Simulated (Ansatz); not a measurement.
Steps of a relaxation of F₂H₂HfOSe, SMILES `[OH][Hf]([F])([F])[SeH]` with RKS PBE0-D4/def2-TZVP.

```sh
$ ansatz run in.yaml --threads 4 --pin off --events-out ev --progress --plain --max-ram 10444MiB
```

```yaml
crystal:
  periodic: [false, false, false]
  atoms:
    - {symbol: O, position_ang: [-0.777820, 0.334780, 1.551320]}
    - {symbol: Hf, position_ang: [-0.096510, -0.363140, -0.013410]}
    - {symbol: F, position_ang: [1.718900, -0.474870, 0.323800]}
    - {symbol: F, position_ang: [-0.759400, -2.078850, -0.184000]}
    - {symbol: Se, position_ang: [-0.282970, 0.873820, -2.107760]}
    - {symbol: H, position_ang: [-0.556060, -0.146380, 2.356530]}
    - {symbol: H, position_ang: [0.753860, 1.854640, -1.926480]}
basis:
  gaussian: {orbitals: def2-TZVP}
hamiltonian: {xc: pbe0, dispersion: d4}
relax: {f_tol: 0.005, max_steps: 150}
```

Positions (Å) and forces (eV/Å) along the path, 20 of 54 steps:

```xyz
7
step=1 energy=-74165.0957 eV
O    -0.778    0.335    1.551   -1.042    0.967    2.745
Hf   -0.097   -0.363   -0.013    1.051   -0.703   -0.958
F     1.719   -0.475    0.324    1.592   -0.193    0.354
F    -0.759   -2.079   -0.184   -0.755   -1.757   -0.287
Se   -0.283    0.874   -2.108   -1.021    0.893   -2.356
H    -0.556   -0.146    2.357   -0.309    0.405    0.237
H     0.754    1.855   -1.926    0.483    0.388    0.266
7
step=12 energy=-74165.7966 eV
O    -0.560    0.162    1.584   -0.059    0.055    0.114
Hf    0.108   -0.574   -0.031    0.002   -0.009   -0.050
F     1.996   -0.742    0.124    0.009    0.001    0.003
F    -0.708   -2.253   -0.380   -0.004    0.001    0.003
Se   -0.446    0.952   -2.054    0.015   -0.006    0.017
H    -0.985    0.575    2.331    0.048   -0.043   -0.082
H     0.594    1.880   -1.575   -0.011    0.001   -0.005
7
step=15 energy=-74165.7979 eV
O    -0.545    0.190    1.555    0.001    0.007    0.003
Hf    0.122   -0.594   -0.038   -0.002    0.008   -0.007
F     2.004   -0.808    0.148   -0.006   -0.005   -0.001
F    -0.723   -2.258   -0.385    0.005   -0.002    0.001
Se   -0.384    0.912   -2.088    0.007   -0.001    0.005
H    -0.954    0.608    2.306    0.001   -0.004   -0.002
H     0.480    1.950   -1.498   -0.005   -0.002    0.001
7
step=17 energy=-74165.7980 eV
O    -0.538    0.202    1.547    0.008    0.003   -0.010
Hf    0.125   -0.594   -0.041   -0.003   -0.001    0.004
F     2.005   -0.820    0.149   -0.007   -0.007    0.001
F    -0.728   -2.257   -0.375    0.010    0.001   -0.009
Se   -0.367    0.907   -2.097   -0.015   -0.022   -0.011
H    -0.955    0.601    2.303   -0.004    0.007    0.012
H     0.458    1.961   -1.485    0.012    0.019    0.013
7
step=19 energy=-74165.7982 eV
O    -0.536    0.211    1.541   -0.001    0.008    0.003
Hf    0.126   -0.595   -0.042    0.008   -0.016   -0.002
F     2.004   -0.833    0.153   -0.009   -0.002   -0.001
F    -0.729   -2.257   -0.374    0.005    0.005   -0.007
Se   -0.358    0.903   -2.103   -0.016   -0.024   -0.015
H    -0.952    0.605    2.301   -0.001    0.005    0.007
H     0.444    1.966   -1.477    0.013    0.024    0.015
7
step=23 energy=-74165.7994 eV
O    -0.514    0.255    1.511   -0.008    0.009    0.001
Hf    0.140   -0.610   -0.044    0.015   -0.004    0.012
F     2.007   -0.906    0.179   -0.009   -0.005   -0.001
F    -0.747   -2.258   -0.365    0.004    0.001   -0.007
Se   -0.286    0.873   -2.127    0.005    0.017   -0.011
H    -0.940    0.642    2.269    0.005    0.000    0.007
H     0.339    2.005   -1.421   -0.011   -0.018   -0.002
7
step=25 energy=-74165.7821 eV rejected
O    -0.526    0.360    1.426   -0.010   -0.025    0.084
Hf    0.153   -0.630   -0.050    0.056    0.142    0.042
F     1.993   -1.034    0.251   -0.139    0.017   -0.014
F    -0.781   -2.254   -0.360    0.004   -0.006    0.025
Se   -0.117    0.814   -2.193    0.159    0.616    0.538
H    -0.859    0.717    2.248    0.075   -0.086   -0.199
H     0.137    2.028   -1.323   -0.145   -0.657   -0.477
7
step=26 energy=-74165.8003 eV
O    -0.517    0.279    1.496    0.000    0.007   -0.019
Hf    0.143   -0.609   -0.044    0.009   -0.029   -0.006
F     2.000   -0.940    0.206   -0.010    0.000   -0.005
F    -0.757   -2.249   -0.369    0.006    0.005    0.005
Se   -0.240    0.854   -2.151   -0.009   -0.023   -0.017
H    -0.917    0.654    2.274   -0.007    0.009    0.021
H     0.288    2.012   -1.413    0.010    0.031    0.022
7
step=29 energy=-74165.8015 eV
O    -0.514    0.324    1.461    0.021    0.002   -0.019
Hf    0.158   -0.616   -0.043   -0.035   -0.005   -0.008
F     1.995   -1.022    0.239    0.009    0.005    0.008
F    -0.776   -2.240   -0.354    0.006    0.002   -0.002
Se   -0.142    0.836   -2.173   -0.016   -0.088   -0.062
H    -0.889    0.680    2.260   -0.002    0.005    0.013
H     0.167    2.038   -1.391    0.018    0.079    0.071
7
step=32 energy=-74165.8040 eV
O    -0.501    0.364    1.424   -0.005    0.019    0.005
Hf    0.170   -0.625   -0.049   -0.006   -0.011    0.010
F     1.986   -1.093    0.271   -0.004    0.003   -0.001
F    -0.797   -2.233   -0.348    0.003    0.006   -0.003
Se   -0.031    0.830   -2.188    0.004   -0.006   -0.006
H    -0.857    0.726    2.230    0.011   -0.014   -0.015
H     0.030    2.031   -1.341   -0.004    0.003    0.009
7
step=33 energy=-74165.8040 eV
O    -0.502    0.368    1.422   -0.005    0.018    0.005
Hf    0.169   -0.625   -0.048   -0.006   -0.010    0.009
F     1.984   -1.097    0.276   -0.004    0.003   -0.001
F    -0.801   -2.232   -0.344    0.003    0.006   -0.002
Se   -0.026    0.825   -2.190    0.004   -0.006   -0.005
H    -0.858    0.733    2.227    0.011   -0.014   -0.014
H     0.034    2.027   -1.344   -0.004    0.003    0.008
7
step=34 energy=-74165.8038 eV rejected
O    -0.512    0.429    1.391   -0.003    0.011    0.006
Hf    0.162   -0.636   -0.029    0.017    0.023    0.020
F     1.951   -1.171    0.349   -0.067    0.021   -0.010
F    -0.857   -2.219   -0.298    0.018    0.035    0.003
Se    0.084    0.769   -2.214   -0.002    0.067    0.120
H    -0.855    0.842    2.180    0.035   -0.053   -0.070
H     0.027    1.986   -1.379    0.001   -0.105   -0.069
7
step=36 energy=-74165.8043 eV
O    -0.506    0.405    1.395   -0.003    0.015    0.011
Hf    0.170   -0.637   -0.040    0.001    0.028    0.045
F     1.965   -1.155    0.321   -0.024    0.006   -0.005
F    -0.835   -2.226   -0.318    0.002    0.009   -0.008
Se    0.061    0.800   -2.198    0.000    0.046    0.035
H    -0.845    0.806    2.191    0.023   -0.038   -0.043
H    -0.010    2.006   -1.352    0.000   -0.066   -0.034
7
step=37 energy=-74165.8045 eV
O    -0.509    0.421    1.395   -0.006    0.024    0.006
Hf    0.166   -0.632   -0.033    0.002   -0.014    0.023
F     1.955   -1.164    0.339   -0.032    0.010   -0.005
F    -0.850   -2.214   -0.310    0.013    0.021    0.004
Se    0.081    0.779   -2.210    0.003   -0.019    0.014
H    -0.849    0.827    2.187    0.024   -0.038   -0.046
H     0.007    1.984   -1.369   -0.004    0.016    0.004
7
step=38 energy=-74165.8047 eV
O    -0.504    0.410    1.397   -0.006    0.020    0.002
Hf    0.170   -0.632   -0.037    0.002   -0.010    0.013
F     1.963   -1.157    0.328   -0.013    0.002   -0.003
F    -0.839   -2.216   -0.324    0.005    0.005    0.005
Se    0.069    0.793   -2.202    0.003    0.015    0.010
H    -0.844    0.807    2.194    0.011   -0.022   -0.017
H    -0.015    1.995   -1.356   -0.002   -0.011   -0.010
7
step=39 energy=-74165.8048 eV
O    -0.502    0.413    1.393   -0.003    0.015   -0.006
Hf    0.172   -0.633   -0.038    0.006   -0.004    0.005
F     1.962   -1.165    0.331   -0.005    0.000   -0.002
F    -0.841   -2.215   -0.324   -0.001   -0.002    0.003
Se    0.081    0.795   -2.200    0.002    0.028    0.013
H    -0.840    0.810    2.190    0.001   -0.011    0.005
H    -0.032    1.994   -1.352    0.000   -0.025   -0.018
7
step=40 energy=-74165.8050 eV
O    -0.500    0.428    1.384    0.004    0.006   -0.024
Hf    0.174   -0.634   -0.034    0.014   -0.005   -0.009
F     1.953   -1.188    0.349    0.001   -0.002   -0.001
F    -0.855   -2.207   -0.315   -0.006   -0.006    0.001
Se    0.121    0.788   -2.203   -0.006    0.059    0.035
H    -0.834    0.828    2.180   -0.013    0.007    0.039
H    -0.060    1.985   -1.361    0.007   -0.060   -0.040
7
step=42 energy=-74165.8056 eV
O    -0.504    0.484    1.360    0.012   -0.005   -0.026
Hf    0.172   -0.635   -0.017    0.010   -0.011    0.004
F     1.922   -1.249    0.411   -0.034    0.014   -0.007
F    -0.907   -2.179   -0.275    0.014    0.022    0.002
Se    0.224    0.742   -2.218   -0.014    0.042    0.064
H    -0.832    0.895    2.153    0.001   -0.007    0.004
H    -0.075    1.941   -1.414    0.012   -0.055   -0.041
7
step=46 energy=-74165.8060 eV
O    -0.495    0.493    1.356   -0.002   -0.001    0.004
Hf    0.179   -0.629   -0.018    0.005   -0.003    0.008
F     1.920   -1.261    0.414   -0.005    0.002   -0.002
F    -0.911   -2.164   -0.279    0.000    0.002   -0.001
Se    0.256    0.752   -2.213   -0.004    0.016    0.006
H    -0.823    0.871    2.166    0.003   -0.001   -0.006
H    -0.126    1.937   -1.428    0.003   -0.015   -0.009
7
step=54 energy=-74165.8062 eV
O    -0.491    0.503    1.353    0.000    0.003    0.002
Hf    0.188   -0.628   -0.011    0.000   -0.002    0.000
F     1.911   -1.297    0.435    0.000    0.000    0.000
F    -0.932   -2.140   -0.281    0.000    0.000    0.000
Se    0.329    0.756   -2.201   -0.002    0.004    0.003
H    -0.808    0.898    2.159    0.000   -0.002   -0.001
H    -0.197    1.909   -1.452    0.002   -0.004   -0.003
```

Run time 3.5 min (4 threads of an Arm Neoverse V1 on a shared host); peak host memory 0.55 GiB.
